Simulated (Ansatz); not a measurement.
Relaxation of C₂H₈AlClN₂ (14 atoms, charge 0, multiplicity 1), to a largest force component of 0.03 eV/Å in at most 50 steps.

The calculation used RKS BHLYP/6-31G (Ansatz 0.2.0).

```xyz
14
Properties=species:S:1:pos:R:3
Al 0.790 -1.243 -0.823
N 0.607 -2.195 0.774
N -0.075 0.360 -0.226
C -0.109 1.576 -1.033
C -0.855 0.585 1.132
H -0.725 -0.407 1.557
Cl 1.558 -1.715 -2.798
H 0.719 -1.689 1.634
H 0.696 -3.187 0.910
H 0.322 2.428 -0.499
H 0.460 1.453 -1.955
H -1.130 1.851 -1.313
H -1.893 0.821 0.927
H -0.365 1.362 1.711
```

Task: Where does it end, and by what steps?

Result: The run converged. The force dipped under the threshold on the way, but the program's further checks kept it going. Limits of this set-up: no polarisation functions. After 13 steps the energy has fallen by 1.147 eV; H8 moved furthest, 0.84 Å.

```tsv
step	energy less start (eV)	largest force component (eV/Å)	accepted
0	0.0000	3.612	yes
1	-0.8322	1.782	yes
2	-1.0104	1.043	yes
3	-1.0660	1.520	yes
4	-1.1214	0.385	yes
5	-1.1333	0.105	yes
6	-1.1374	0.127	yes
7	-1.1426	0.078	yes
8	-1.1440	0.284	yes
9	-1.1455	0.068	yes
10	-1.1461	0.016	yes
11	-1.1464	0.035	yes
12	-1.1463	0.077	no
13	-1.1466	0.026	yes
```

```xyz
14
Properties=species:S:1:pos:R:3
Al 0.670 -1.120 -0.449
N 0.737 -2.457 0.711
N -0.121 0.444 -0.159
C -0.164 1.540 -1.116
C -0.800 0.760 1.089
H -0.756 -0.075 1.784
Cl 1.633 -1.440 -2.387
H 0.344 -2.444 1.632
H 1.189 -3.330 0.515
H 0.317 2.433 -0.712
H 0.344 1.272 -2.036
H -1.195 1.802 -1.365
H -1.853 0.992 0.917
H -0.346 1.624 1.578
```

The run took 50 s on 2 threads of Arm Neoverse V1, on a shared host, peak memory 0.2 GiB.
